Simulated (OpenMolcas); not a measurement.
An OpenMolcas run meant for C III (ANO-R1, X2C; inactive shells 1s; intended active space 2 electrons in 4 orbitals (2s 2p)). One step of its input:

```
&CASPT2
Multistate=3 1 2 3
Frozen=0 0
IPEA=0.25
Imaginary=3.0
MaxIter=60
WThr=0.0 0.3 0.05
PrWF=0.5
NoMix
```

The run finished. Its levels beside those of a sound run (MS-CASPT2, IPEA 0.25 Eh, imaginary shift 0.1 Eh (closed shells correlated: 1s)), in cm-1 above each run's lowest level:

```tsv
Level	This run	Usual run
2s2 1S0	0.0	0.0
2s 2p 3P* 0	53300	53007
2s 2p 3P* 1	53325	53032
2s 2p 3P* 2	53375	53082
2s 2p 1P* 1	110477	107342
2p2 3P0	139531	139420
2p2 3P1	139556	139445
2p2 3P2	139605	139494
2p2 1D2	154600	150628
2p2 1S0	192756	189334
```

Q: Which setting is unsound, and how much does it matter here?

A: The level shift is far above the usual 0.1 to 0.3 hartree and damps the second-order energy. Against the sound run the excited levels shown move by 1300 cm-1 on average and by 4000 cm-1 at most.

Only configurations of the active space appear.

* marks odd parity.
